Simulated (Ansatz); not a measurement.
# Nudged elastic band run: CH6BFO2

input.yaml

```yaml
crystal:
  periodic: [false, false, false]
  atoms:
    - { symbol: B, position_ang: [-0.462255, 0.091805, -1.483264] }
    - { symbol: F, position_ang: [0.77661, -0.296768, -1.798935] }
    - { symbol: O, position_ang: [-0.707948, 1.378392, -1.101796] }
    - { symbol: O, position_ang: [-1.458364, -0.822957, -1.555763] }
    - { symbol: H, position_ang: [1.277729, -0.703868, 0.736926] }
    - { symbol: C, position_ang: [0.810501, -0.363997, 1.664128] }
    - { symbol: H, position_ang: [0.102169, 1.901707, -1.083729] }
    - { symbol: H, position_ang: [-2.301128, -0.43082, -1.298491] }
    - { symbol: H, position_ang: [0.103522, 0.440709, 1.445075] }
    - { symbol: H, position_ang: [0.278581, -1.197769, 2.128817] }
    - { symbol: H, position_ang: [1.580582, 0.003466, 2.347132] }
basis:
  gaussian: { orbitals: "6-31G*" }
hamiltonian:
  xc: pbe0
  dispersion: d4
neb:
  order_check: false
  images: 5
  f_tol: 0.5
  max_iterations: 60
  final_atoms:
    - { symbol: B, position_ang: [-0.48398249, 0.41800552, -0.20732588] }
    - { symbol: F, position_ang: [1.54429571, -2.1937133, -0.73272618] }
    - { symbol: O, position_ang: [-1.28501685, 1.48882183, -0.487522] }
    - { symbol: O, position_ang: [-0.49732103, -0.59470871, -1.14549974] }
    - { symbol: H, position_ang: [0.77103049, -1.72466157, -1.01241045] }
    - { symbol: C, position_ang: [0.40565296, 0.24447628, 1.07415884] }
    - { symbol: H, position_ang: [-1.24265209, 2.16411876, 0.19844488] }
    - { symbol: H, position_ang: [-1.07395095, -0.38823938, -1.89385022] }
    - { symbol: H, position_ang: [0.96559014, 1.15479979, 1.32109713] }
    - { symbol: H, position_ang: [-0.21812032, 0.0080545, 1.94704937] }
    - { symbol: H, position_ang: [1.11447343, -0.57705372, 0.93868425] }
  initial_path:
    images:
      - { positions_ang: [[-0.462255, 0.091805, -1.483264], [0.77661, -0.296768, -1.798935], [-0.707948, 1.378392, -1.101796], [-1.458364, -0.822957, -1.555763], [1.277729, -0.703868, 0.736926], [0.810501, -0.363997, 1.664128], [0.102169, 1.901707, -1.083729], [-2.301128, -0.43082, -1.298491], [0.103522, 0.440709, 1.445075], [0.278581, -1.197769, 2.128817], [1.580582, 0.003466, 2.347132]] }
      - { positions_ang: [[-0.41428251, 0.08743932, -1.1641762], [0.85698624, -0.40724429, -1.62559209], [-0.59414904, 1.3779718, -1.04644253], [-1.4317449, -0.80056316, -1.27218984], [1.15177482, -0.6701985, 0.46474908], [0.67362368, -0.313185, 1.49706355], [0.21276837, 1.89831375, -1.01390676], [-2.1864001, -0.45780441, -1.34120923], [-0.09291726, 0.35303533, 1.5166198], [0.3576847, -1.2074356, 1.93158403], [1.46665499, 0.13957076, 2.0536002]] }
      - { positions_ang: [[-0.36631001, 0.08307363, -0.8450884], [0.93736248, -0.51772059, -1.45224918], [-0.48035008, 1.37755159, -0.99108906], [-1.4051258, -0.77816932, -0.98861668], [1.02582064, -0.63652899, 0.19257215], [0.53674635, -0.262373, 1.32999909], [0.32336774, 1.89492049, -0.94408452], [-2.07167219, -0.48478881, -1.38392745], [-0.28935652, 0.26536167, 1.58816459], [0.43678841, -1.2171022, 1.73435106], [1.35272799, 0.27567553, 1.7600684]] }
      - { positions_ang: [[-0.31833752, 0.07870795, -0.5260006], [1.01773872, -0.62819688, -1.27890627], [-0.36655112, 1.37713139, -0.93573558], [-1.37850669, -0.75577548, -0.70504352], [0.89986646, -0.60285949, -0.07960477], [0.39986903, -0.211561, 1.16293464], [0.4339671, 1.89152724, -0.87426228], [-1.95694429, -0.51177322, -1.42664568], [-0.48579578, 0.177688, 1.65970939], [0.51589211, -1.22676881, 1.53711809], [1.23880098, 0.41178029, 1.46653659]] }
      - { positions_ang: [[-0.37355251, 0.19180714, -0.41977569], [1.19325772, -1.15003569, -1.09684624], [-0.67270636, 1.41436154, -0.78633106], [-1.08477814, -0.70208656, -0.85186226], [0.85692114, -0.97679352, -0.39054], [0.40179701, -0.05954857, 1.1333427], [-0.12490596, 1.98239108, -0.51669323], [-1.66261318, -0.47059527, -1.58238053], [-0.00200048, 0.50339193, 1.54683863], [0.2712213, -0.81516104, 1.67376185], [1.19735846, 0.08216896, 1.29058581]] }
      - { positions_ang: [[-0.4287675, 0.30490633, -0.31355078], [1.36877671, -1.67187449, -0.91478621], [-0.97886161, 1.45159168, -0.63692653], [-0.79104958, -0.64839763, -0.998681], [0.81397582, -1.35072754, -0.70147522], [0.40372498, 0.09246385, 1.10375077], [-0.68377903, 2.07325492, -0.15912417], [-1.36828206, -0.42941732, -1.73811537], [0.48179483, 0.82909586, 1.43396788], [0.02655049, -0.40355327, 1.81040561], [1.15591595, -0.24744238, 1.11463503]] }
      - { positions_ang: [[-0.48398249, 0.41800552, -0.20732588], [1.54429571, -2.1937133, -0.73272618], [-1.28501685, 1.48882183, -0.487522], [-0.49732103, -0.59470871, -1.14549974], [0.77103049, -1.72466157, -1.01241045], [0.40565296, 0.24447628, 1.07415884], [-1.24265209, 2.16411876, 0.19844488], [-1.07395095, -0.38823938, -1.89385022], [0.96559014, 1.15479979, 1.32109713], [-0.21812032, 0.0080545, 1.94704937], [1.11447343, -0.57705372, 0.93868425]] }
```

Run as:

```bash
$ ansatz run input.yaml --threads 2 --pin off --max-ram 3072MiB --backend cpu --events-out ev --progress --plain --runs-dir out
```

Output, in part (warnings, iteration lines, the closing report on the highest movable image, with atoms numbered from 0):

```
NEB end point (image 0): max|allowed force component| = 2.133e-2 eV/Å (the criterion of neb.relax_end_points is 1.000e-1)
NEB end point (image 6): max|allowed force component| = 2.718e-2 eV/Å (the criterion of neb.relax_end_points is 1.000e-1)
NEB iter   1: max|band force component| = 3.335e1 eV/Å  barrier→ = 12.4423 eV  barrier← = 10.9819 eV  Δτ_max = 0.2000 Å  (176 SCF iters)
NEB iter   2: max|band force component| = 3.072e0 eV/Å  barrier→ = 3.1213 eV  barrier← = 1.6609 eV  Δτ_max = 0.2000 Å  (158 SCF iters)
NEB iter   3: max|band force component| = 2.044e0 eV/Å  barrier→ = 3.0910 eV  barrier← = 1.6307 eV  Δτ_max = 0.1995 Å  (142 SCF iters)
NEB iter   4: max|band force component| = 4.300e0 eV/Å  barrier→ = 2.6203 eV  barrier← = 1.1599 eV  Δτ_max = 0.1013 Å  (141 SCF iters)
NEB iter   5: max|band force component| = 1.577e0 eV/Å  barrier→ = 2.1347 eV  barrier← = 0.6743 eV  Δτ_max = 0.1951 Å  (136 SCF iters)
NEB iter   6: max|band force component| = 1.578e0 eV/Å  barrier→ = 2.1601 eV  barrier← = 0.6998 eV  CI = image 2  Δτ_max = 0.1986 Å  (138 SCF iters)
NEB iter   7: max|band force component| = 2.256e0 eV/Å  barrier→ = 3.0074 eV  barrier← = 1.5471 eV  CI = image 2  Δτ_max = 0.1021 Å  (143 SCF iters)
NEB iter   8: max|band force component| = 1.677e0 eV/Å  barrier→ = 3.0709 eV  barrier← = 1.6106 eV  CI = image 2  Δτ_max = 0.1737 Å  (140 SCF iters)
NEB iter   9: max|band force component| = 6.952e-1 eV/Å  barrier→ = 2.9832 eV  barrier← = 1.5228 eV  CI = image 2  Δτ_max = 0.0761 Å  (139 SCF iters)
NEB iter  10: max|band force component| = 4.831e-1 eV/Å  barrier→ = 2.9526 eV  barrier← = 1.4922 eV  CI = image 2  Δτ_max = 0.0000 Å  (268 SCF iters)
Total energy: -8614.22979137 eV, -316.5671058981 hartree
Atom 0 at    -0.320490     0.074482    -0.499122 Å, force     0.464509    -0.265430     0.334716 eV/Å
Atom 1 at     1.044340    -0.656030    -1.249470 Å, force     0.032866     0.049539    -0.146397 eV/Å
Atom 2 at    -0.365115     1.387539    -0.879396 Å, force    -0.261147     0.261564    -0.156405 eV/Å
Atom 3 at    -1.393885    -0.759253    -0.631114 Å, force    -0.216635    -0.011856    -0.028514 eV/Å
Atom 4 at     0.940047    -0.613505    -0.102672 Å, force     0.081982    -0.046744     0.088114 eV/Å
Atom 5 at     0.391794    -0.208241     1.104064 Å, force    -0.098941     0.097048    -0.101064 eV/Å
Atom 6 at     0.481539     1.843471    -0.863143 Å, force     0.055436    -0.113348     0.005623 eV/Å
Atom 7 at    -1.947662    -0.481195    -1.368366 Å, force    -0.049371     0.042665    -0.077154 eV/Å
Atom 8 at    -0.547664     0.164801     1.523004 Å, force     0.031020    -0.022034     0.090252 eV/Å
Atom 9 at     0.523116    -1.211496     1.528901 Å, force    -0.000886     0.054834    -0.019462 eV/Å
Atom 10 at     1.193979     0.459327     1.437415 Å, force    -0.038834    -0.046239     0.010291 eV/Å
Dipole moment:     0.145106     0.240921     0.221607 e Å
```

It converged. The threshold of 0.5 eV/Å is loose, so the images may lie well off the minimum-energy path. Neighbouring images differ by up to 2.8 eV, so the band resolves the path poorly. The order of the stationary point at the top wasn't checked. The orbitals stay closed-shell, which can raise the energy where a bond breaks towards radicals; this wasn't checked here.

Final band (atoms are numbered from 1 in the order of the input):

| image | path coordinate (Å) | energy (kJ/mol) | B1–F2 (Å) | H5–C6 (Å) | B1–C6 (Å) |
| --- | --- | --- | --- | --- | --- |
| 0 | 0.00 | 0.0 | 1.34 | 1.09 | 3.43 |
| 1 | 1.46 | 16.1 | 1.35 | 1.09 | 2.83 |
| 2 | 2.93 | 284.9 | 1.72 | 1.39 | 1.78 |
| 3 | 4.30 | 169.5 | 2.65 | 2.25 | 1.58 |
| 4 | 5.66 | 146.2 | 2.81 | 2.83 | 1.57 |
| 5 | 7.03 | 142.3 | 3.13 | 2.86 | 1.57 |
| 6 | 8.39 | 140.9 | 3.35 | 2.89 | 1.57 |

Time of the run: 3.9 min on 2 threads of Intel(R) Xeon(R) Processor @ 2.50GHz (Skylake/Cascade Lake), with other jobs on the host, peak memory 0.18 GiB.
